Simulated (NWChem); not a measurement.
# Correlation energy of Pb

```
Pb
```
Charge 0, spin multiplicity 3.

All runs are NWChem calculations.

Basis set: def2-SVP. Each correlation energy counts from its own Hartree-Fock reference.

Effective core potentials replace the inner electrons of Pb; spin-orbit coupling is left out. The correlated methods keep 4 core orbitals frozen. No SCF solution was tested for a lower state. Open-shell Hartree-Fock references start from PBE0 orbitals. Coupled-cluster values serve here as a point of comparison, not as the truth.

**Question.** One of these methods gave a correlation energy of -55.2 mHa. Which?
(A) UMP2
(B) CCSD[T] on UHF
(C) CCSD on UHF
(D) SCS-UMP2

**Answer.** A, UMP2. The others give -53.2 (SCS-UMP2), -67.6 (CCSD on UHF), -69.1 (CCSD[T] on UHF).
